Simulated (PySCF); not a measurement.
## Correlation energy of Ga (gallium, neutral)

[Ar] 3d10 4s1 4p1 4d1, one real determinant (an excited configuration). Calculation: PySCF 2.14, in aug-cc-pVTZ-PP with ECP10MDF (6s5p4d2f, 55 functions); scalar relativity through the core potential. Frozen: 3s2 3p6 3d10; 3 electrons correlated.

```tsv
level	correlation energy (mhartree)
CCSD	-12.28
(T)	-1.48
CCSD(T)	-13.76
```

Diagnostics: T1 = 0.029, D1 = 0.0656, largest double amplitude 0.329.

The real determinant used has ⟨L²⟩ near 8 against 12 for a pure F term, so it mixes terms. The outer electron is Rydberg-like, and this basis confines it to a smaller radius and binds it less than a complete one would. A double-excitation amplitude exceeds 0.15, a sign of near-degeneracy.

Cost of the coupled-cluster step: of the order of 1.4 core-seconds, for 3 correlated electrons.

The reference is one real determinant that mixes LS terms of this configuration.
